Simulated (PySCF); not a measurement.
# Correlation energy of Rh (rhodium, neutral)

[Kr] 4d7 5s1 5p1, one real determinant (an excited configuration). All numbers are calculated (PySCF 2.14, scalar relativity by spin-free X2C-1e, in aug-cc-pVTZ-DK). Frozen: [Kr]; 9 electrons correlated.

| level | correlation energy (mhartree) |
| --- | --- |
| CCSD | -198.53 |
| (T) | -6.73 |
| CCSD(T) | -205.26 |

Diagnostics: T1 = 0.015, D1 = 0.0461, largest double amplitude 0.027.

The real determinant used has ⟨L²⟩ near 14 against 20 for a pure G term, so it mixes terms.

Cost of the coupled-cluster step: roughly 40 core-seconds, for 9 correlated electrons.

Iterations:

```
CC2 = 0
CCSD nocc = (np.int64(7), np.int64(2)), nmo = (84, 84)
frozen orbitals [[0, 1, 2, 3, 4, 5, 6, 7, 8, 9, 10, 11, 12, 13, 14, 15, 16, 17], [0, 1, 2, 3, 4, 5, 6, 7, 8, 9, 10, 11, 12, 13, 14, 15, 16, 17]]
max_cycle = 100
direct = 0
conv_tol = 1e-08
conv_tol_normt = 1e-06
diis_space = 8
diis_start_cycle = 0
Init t2, MP2 energy = -0.195259916433768
Init E_corr(UCCSD) = -0.195259916447059
cycle = 1  E_corr(UCCSD) = -0.195507095572314  dE = -0.000247179125  norm(t1,t2) = 0.0422303
cycle = 2  E_corr(UCCSD) = -0.197345092753616  dE = -0.00183799718  norm(t1,t2) = 0.0173276
cycle = 3  E_corr(UCCSD) = -0.198328798255926  dE = -0.000983705502  norm(t1,t2) = 0.00973676
cycle = 4  E_corr(UCCSD) = -0.198444662172296  dE = -0.000115863916  norm(t1,t2) = 0.00400335
cycle = 5  E_corr(UCCSD) = -0.198463556037594  dE = -1.88938653e-05  norm(t1,t2) = 0.00289736
cycle = 6  E_corr(UCCSD) = -0.198514921810642  dE = -5.1365773e-05  norm(t1,t2) = 0.00160223
cycle = 7  E_corr(UCCSD) = -0.198530617505511  dE = -1.56956949e-05  norm(t1,t2) = 0.00107907
cycle = 8  E_corr(UCCSD) = -0.198524114713563  dE = 6.50279195e-06  norm(t1,t2) = 0.000715917
cycle = 9  E_corr(UCCSD) = -0.198529391521452  dE = -5.27680789e-06  norm(t1,t2) = 0.000519639
cycle = 10  E_corr(UCCSD) = -0.198535718666421  dE = -6.32714497e-06  norm(t1,t2) = 0.000349494
cycle = 11  E_corr(UCCSD) = -0.19853280345876  dE = 2.91520766e-06  norm(t1,t2) = 0.000205574
cycle = 12  E_corr(UCCSD) = -0.198533643260878  dE = -8.39802118e-07  norm(t1,t2) = 0.000131901
cycle = 13  E_corr(UCCSD) = -0.198535270353431  dE = -1.62709255e-06  norm(t1,t2) = 8.94156e-05
cycle = 14  E_corr(UCCSD) = -0.198536071018985  dE = -8.00665554e-07  norm(t1,t2) = 6.64452e-05
cycle = 15  E_corr(UCCSD) = -0.198535810002605  dE = 2.61016381e-07  norm(t1,t2) = 4.13768e-05
cycle = 16  E_corr(UCCSD) = -0.198535271555393  dE = 5.38447212e-07  norm(t1,t2) = 2.22015e-05
cycle = 17  E_corr(UCCSD) = -0.198535125643875  dE = 1.45911517e-07  norm(t1,t2) = 1.37703e-05
cycle = 18  E_corr(UCCSD) = -0.198535131848524  dE = -6.20464838e-09  norm(t1,t2) = 8.46714e-06
cycle = 19  E_corr(UCCSD) = -0.198535080090287  dE = 5.17582364e-08  norm(t1,t2) = 4.96461e-06
cycle = 20  E_corr(UCCSD) = -0.198535018602112  dE = 6.14881757e-08  norm(t1,t2) = 2.95827e-06
cycle = 21  E_corr(UCCSD) = -0.198534984181229  dE = 3.44208828e-08  norm(t1,t2) = 1.87785e-06
cycle = 22  E_corr(UCCSD) = -0.198534966166756  dE = 1.80144729e-08  norm(t1,t2) = 1.25115e-06
cycle = 23  E_corr(UCCSD) = -0.19853496810414  dE = -1.93738431e-09  norm(t1,t2) = 7.82291e-07
UCCSD converged
E(UCCSD) = -4781.14009153759  E_corr = -0.1985349681041402
UCCSD(T) correction = -0.00673215973928376
```

The reference is one real determinant that mixes LS terms of this configuration.
